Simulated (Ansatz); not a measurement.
A structure relaxed at r2SCAN-D4/def2-TZVPD in Ansatz, charge -1, doublet:

```xyz
3

K    -1.776   -0.077   -1.563
K     2.109    0.856    0.650
Se   -0.333   -0.779    0.914
```

**Question.** Give its formula and point group.

**Answer.** K2Se⁻. Point group C2v (tolerance 0.1 Å).

**Question.** Summarise the bond lengths by kind (pairs closer than 1.2 times the sum of covalent radii, bridged metal pairs left out).

**Answer.** 2 × K–Se 2.95 Å.

The highest occupied level of the charge -1 doublet lies above zero (up to 0.56 eV). By energy differences its removal costs 0.50 eV (vertical, to the charge 0 singlet, at r2SCAN-D4/def2-TZVPD); a positive level beside a positive removal energy at the same level points to self-interaction error. The relaxation made no stability test and no search for a lower SCF solution. The structure comes from a short search, and lower isomers may exist.
